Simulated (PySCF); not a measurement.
Compound: C3H7FGe.
SMILES with atom numbers: `[CH2:1]=[C:2]([CH3:3])[GeH2:4][F:5]` (hydrogens: H6, H7 on C1; H8, H9, H10 on C3; H11, H12 on Ge4)

Computed by this run: PBE0-D3(BJ)/def2-SVP geometry optimisation, gas phase (PySCF); density fitting, grid level 1; the optimiser is geomeTRIC in internal coordinates, started from a GFN2-xTB structure with every atom displaced at random (about 0.01 Å).

Step 2: E = -62435.5098 eV
```
atom  x, y, z in Å  |  force x, y, z in eV/Å
C1     -0.3893    1.5943   -0.1978    0.060  -0.043   0.078
C2     -0.2127    0.2866    0.0314   -0.012  -0.128  -0.169
C3     -1.3341   -0.6885    0.2497   -0.008   0.067  -0.026
Ge4     1.5852   -0.4453   -0.0121   -0.027   0.162   0.211
F5      1.6831   -1.5055   -1.3960   -0.022  -0.086  -0.114
H6     -1.3882    2.0479   -0.2066   -0.008  -0.012  -0.012
H7      0.4537    2.2689   -0.3795   -0.012   0.010   0.003
H8     -1.2581   -1.5325   -0.4562    0.001   0.020   0.002
H9     -2.3201   -0.2175    0.1103    0.022   0.011   0.037
H10    -1.2977   -1.1233    1.2627    0.012   0.007   0.002
H11     2.6525    0.6453   -0.2126   -0.035  -0.016  -0.007
H12     1.8677   -1.3571    1.1966    0.028   0.009  -0.006
```

Step 3: E = -62435.5146 eV
```
atom  x, y, z in Å  |  force x, y, z in eV/Å
C1     -0.3861    1.5852   -0.1940    0.024   0.046   0.010
C2     -0.2088    0.2764    0.0199   -0.032  -0.071  -0.035
C3     -1.3385   -0.6839    0.2418    0.010  -0.029  -0.012
Ge4     1.5885   -0.4429   -0.0043    0.008  -0.027   0.019
F5      1.6861   -1.5160   -1.3854   -0.015  -0.010  -0.001
H6     -1.3911    2.0252   -0.2095    0.012   0.029   0.004
H7      0.4515    2.2695   -0.3642   -0.011  -0.004  -0.006
H8     -1.2838   -1.5235   -0.4706   -0.005   0.006   0.002
H9     -2.3175   -0.1960    0.1228   -0.014   0.017   0.014
H10    -1.2940   -1.1245    1.2521    0.007  -0.008  -0.006
H11     2.6442    0.6497   -0.2233    0.011   0.037  -0.003
H12     1.8914   -1.3460    1.2048    0.006   0.015   0.014
```

Step 4: E = -62435.5163 eV
```
atom  x, y, z in Å  |  force x, y, z in eV/Å
C1     -0.3804    1.5824   -0.1910    0.003   0.042  -0.013
C2     -0.2148    0.2697    0.0101   -0.014  -0.022   0.036
C3     -1.3432   -0.6906    0.2342   -0.014   0.013  -0.007
Ge4     1.5850   -0.4388   -0.0008    0.026  -0.078  -0.072
F5      1.6829   -1.5302   -1.3707    0.002   0.023   0.050
H6     -1.3763    2.0427   -0.2055   -0.007  -0.017   0.013
H7      0.4658    2.2571   -0.3558    0.005   0.002  -0.007
H8     -1.3019   -1.5218   -0.4885    0.000   0.007  -0.007
H9     -2.3216   -0.1964    0.1383   -0.021   0.005   0.003
H10    -1.2846   -1.1431    1.2385    0.007  -0.009  -0.007
H11     2.6272    0.6635   -0.2378    0.017   0.025  -0.005
H12     1.9038   -1.3215    1.2190   -0.003   0.010   0.015
```

Problem. Estimate the geometry and energy of step 5. (The exact step hangs on the optimiser's Hessian estimate; all steps are aligned on step 4, rigid shifts and turns removed.)

Solution. E = -62435.5174 eV, largest force 0.076 eV/Å
```
atom  x, y, z in Å  |  force x, y, z in eV/Å
C1     -0.3777    1.5803   -0.1862   -0.016   0.000  -0.012
C2     -0.2148    0.2651    0.0051    0.019   0.023   0.047
C3     -1.3483   -0.6898    0.2266    0.001   0.006   0.003
Ge4     1.5892   -0.4396   -0.0009   -0.014  -0.035  -0.066
F5      1.6869   -1.5527   -1.3524    0.010   0.018   0.036
H6     -1.3750    2.0381   -0.1910    0.001   0.000   0.002
H7      0.4669    2.2566   -0.3523    0.006  -0.005   0.002
H8     -1.3201   -1.5099   -0.5091   -0.002   0.002  -0.009
H9     -2.3246   -0.1871    0.1498   -0.001   0.000  -0.001
H10    -1.2813   -1.1585    1.2229    0.002  -0.012  -0.005
H11     2.6232    0.6688   -0.2562    0.000  -0.004  -0.007
H12     1.9174   -1.2983    1.2338   -0.006   0.007   0.008
```

The energy changes by -0.0012 eV. The first-order estimate −F·Δx gives -0.0020 eV and the mean of the old and new forces, exact on a quadratic surface, -0.0013 eV. The step makes an angle of 78° with the force vector and moves no atom by more than 0.031 Å.

What follows is the cost of the whole optimisation. The run took 67 s wall on one thread, Arm Neoverse V1 (aarch64), shared host with 32 logical CPUs at a one-minute load of 12, and the process peaked at 0.51 GiB of memory.
